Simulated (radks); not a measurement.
Values are calculated unless marked as measured or tabulated.
Kr XXIV, configuration [Ne] 3s2 3p1.

Level of theory: Dirac Kohn-Sham, PBE, spin-unpolarised, spherical densities, point nucleus; open shells are shared between the two j in proportion to 2j + 1 (a radial shooting solver on a logarithmic mesh with Libxc functionals).

Energy parts (hartree):
| part | energy |
|---|---|
| total | -2451.71109 |
| kinetic | 2526.57560 |
| electron-nucleus | -5351.05673 |
| Hartree | 436.96856 |
| exchange-correlation | -64.19851 |

Orbitals (lengths in bohr, moments of r in powers of bohr; <r^-3> diverges for s and p1/2; r(90%) holds 90 % of the orbital's charge):
orbital      occ.  eigenvalue (hartree)     <r^2>  r(90%)  <r^-3>  <1/r>
1s1/2           2             -558.8455  0.002316  0.0742       -  36.77
2s1/2           2             -105.5511   0.03839   0.279       -  8.348
2p1/2           2             -99.34473   0.02926   0.252       -  8.298
2p3/2           4             -97.30814   0.03058   0.257    1468  8.014
3s1/2           2             -39.75588    0.2302   0.653       -  3.282
3p1/2    0.333333             -37.66367    0.2174   0.643       -  3.223
3p3/2    0.666667             -37.19467    0.2231   0.651   341.5  3.154
3d3/2           0             -34.14798    0.1771   0.598   53.51  3.024
3d5/2           0             -34.04644    0.1785   0.600   51.84  3.006
4s1/2           0             -20.58043    0.8123    1.20       -  1.732
4p1/2           0             -19.72613    0.8089    1.20       -  1.704
4p3/2           0             -19.54799    0.8238    1.21   130.0  1.678
4f5/2           0             -17.60734    0.5926    1.06   5.833  1.552
4f7/2           0             -17.59348    0.5940    1.06   5.793  1.549

The highest occupied level is 3p3/2 at -1012.1 eV. For comparison, the ionisation energy in NIST's Atomic Spectra Database is 1042 eV (semi-empirical). In exact Kohn-Sham theory the highest level is minus the ionisation energy, but local and semilocal functionals leave it too shallow, through self-interaction and a potential that decays too fast; potentials with the right tail come closer. The density falls to 0.001 e/bohr^3 at r = 1.13 bohr.

Beside tabulated values, note that spin-unpolarised runs miss the spin-polarisation part of the exchange energy of open shells.
